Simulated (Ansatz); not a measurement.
`CS[Si](F)(F)Cl` + `O[SiH3]` → `F[Si](F)(Cl)O[SiH3]` + CH₃SH  (ligand exchange at the Si–S bond)

Gas-phase electronic energies from Ansatz, PBE0-D4/def2-TZVP geometries. CCSD(T)/CBS adds triple-zeta CCSD(T) − MP2 to the extrapolated MP2 energy (def2 sets, frozen cores). This one scheme is used for every species. DFT in def2-TZVPP. B3LYP here is the variant with VWN-RPA as its local correlation; programs differ in this. HSE06 is defined as in plane-wave codes. Each species was taken in one conformer, which may not be the lowest.

| level | ΔE (kcal/mol) | difference from CCSD(T)/CBS |
| --- | --- | --- |
| BLYP-D4 | -15.5 | 1.9 |
| r2SCAN-D4 | -15.9 | 1.5 |
| B97M-V | -16.8 | 0.6 |
| B3LYP-D4 | -17.3 | 0.1 |
| BHLYP-D4 | -20.0 | -2.6 |
| PBE-QIDH | -16.8 | 0.6 |
| r2SCAN | -16.0 | 1.4 |
| B3LYP | -18.3 | -0.9 |
| HSE06 | -15.1 | 2.3 |
| HF/def2-SVP | -23.1 | -5.7 |
| MP2/def2-SVP | -17.4 | 0.0 |
| CCSD/def2-SVP | -19.0 | -1.6 |
| CCSD(T)/def2-SVP | -18.1 | -0.7 |
| MP2/def2-TZVPP | -17.0 | 0.4 |
| CCSD(T)/def2-TZVPP | -18.3 | -0.9 |
| HF/CBS(def2) | -25.4 | -8.0 |
| CCSD(T)/CBS | -17.4 | 0 |

Largest T1 diagnostic among the species: 0.011.

Leaving LDA and LC-ωPBE aside and taking each functional with its dispersion term where it has one, the values, not all of them listed here, spread over 8.3 kcal/mol, from BHLYP-D4 to revPBE-D4. LDA lies −0.8 kcal/mol from PBE without D4. From r2SCAN to r2SCAN0 (25 % exact exchange), in def2-TZVPP and without D4, ΔE moves by −1.3 kcal/mol.
